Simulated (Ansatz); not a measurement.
Ansatz (an electronic-structure program) input (CCSD(T)/aug-cc-pV(D+d)Z):
A basis named .json is the Basis Set Exchange file of that set.

Ansatz 0.2 input:
```yaml
crystal:
  periodic: [false, false, false]
  atoms:
    - {symbol: Si, position_ang: [0.30206526, 0.47546220, -0.20374489]}
    - {symbol: Cl, position_ang: [-0.03347970, -1.22336384, -1.35106641]}
    - {symbol: Cl, position_ang: [-1.16802608, 0.68063782, 1.22233080]}
    - {symbol: O, position_ang: [1.71619924, 0.32833936, 0.61166249]}
    - {symbol: H, position_ang: [2.46709062, -0.05684324, 0.14763395]}
basis:
  gaussian:
    orbitals: aug-cc-pV_D+d_Z.json
magnetization: {spin_polarized: true, initial_magnetization: 1}
correlation: {method: ccsd_t, electrons: outside_noble_gas}
output: {forces: true}
```

Output:

```
Functional definition: HF
integrals: 0.43 GiB planned
1250 factors; integrals over basis functions are off by at most 6.6e-4 eV
mean field: 1.05 GiB planned
mean field evaluation 1: about -34923.3967 eV, gradient 2.6e1 eV
mean field evaluation 2: about -34923.4021 eV, gradient 2.6e1 eV
mean field evaluation 4: about -34926.4782 eV, gradient 2.6e0 eV
mean field evaluation 8: about -34926.5869 eV, gradient 1.8e-1 eV
mean field evaluation 16: about -34926.5619 eV, gradient 9.2e-1 eV
mean field -34926.58768989 eV, -1283.5284235121 hartree, gradient 3.3e-6 eV, S^2 0.755022; 0 other end points of the search recorded, 0 dependent functions left out
16 core orbitals not correlated
reference -34926.58768989 eV, -1283.5284235121 hartree; 13, 12 occupied and 99, 100 virtual orbitals, 1250 factors
densities: 2.59 GiB planned
second order -15.71951991 eV of doubles, -0.00000000 eV of singles
coupled cluster: 1.54 GiB planned
cycle   1  -16.19278175 eV  change   -4.7e-1 eV  update   9.2e-2
cycle   2  -16.52398962 eV  change   -3.3e-1 eV  update   2.8e-2
cycle   3  -16.61843309 eV  change   -9.4e-2 eV  update   1.6e-2
cycle   4  -16.61626304 eV  change    2.2e-3 eV  update   4.9e-3
cycle   5  -16.61346932 eV  change    2.8e-3 eV  update   2.4e-3
cycle   6  -16.61401412 eV  change   -5.4e-4 eV  update   9.3e-4
cycle   7  -16.61416948 eV  change   -1.6e-4 eV  update   3.3e-4
cycle   8  -16.61425344 eV  change   -8.4e-5 eV  update   1.1e-4
cycle   9  -16.61427618 eV  change   -2.3e-5 eV  update   4.1e-5
cycle  10  -16.61425774 eV  change    1.8e-5 eV  update   1.6e-5
cycle  11  -16.61426176 eV  change   -4.0e-6 eV  update   6.6e-6
cycle  12  -16.61426470 eV  change   -2.9e-6 eV  update   2.9e-6
perturbative correction -0.53283163 eV, -0.0195812012 hartree
the calculation of the forces begins
Total energy: -34943.73478622 eV, -1284.1585676796 hartree
Atom 0 at     0.302065     0.475462    -0.203745 Å, force    -0.533633     0.143908    -0.471869 eV/Å
Atom 1 at    -0.033480    -1.223364    -1.351066 Å, force    -0.039875    -0.164703    -0.151890 eV/Å
Atom 2 at    -1.168026     0.680638     1.222331 Å, force    -0.161159     0.055136     0.171228 eV/Å
Atom 3 at     1.716199     0.328339     0.611662 Å, force     0.617123     0.024698     0.557408 eV/Å
Atom 4 at     2.467091    -0.056843     0.147634 Å, force     0.117543    -0.059039    -0.104878 eV/Å
Dipole moment:     0.340383     0.027196    -0.175041 e Å
```

It need not be the lowest isomer of its formula.
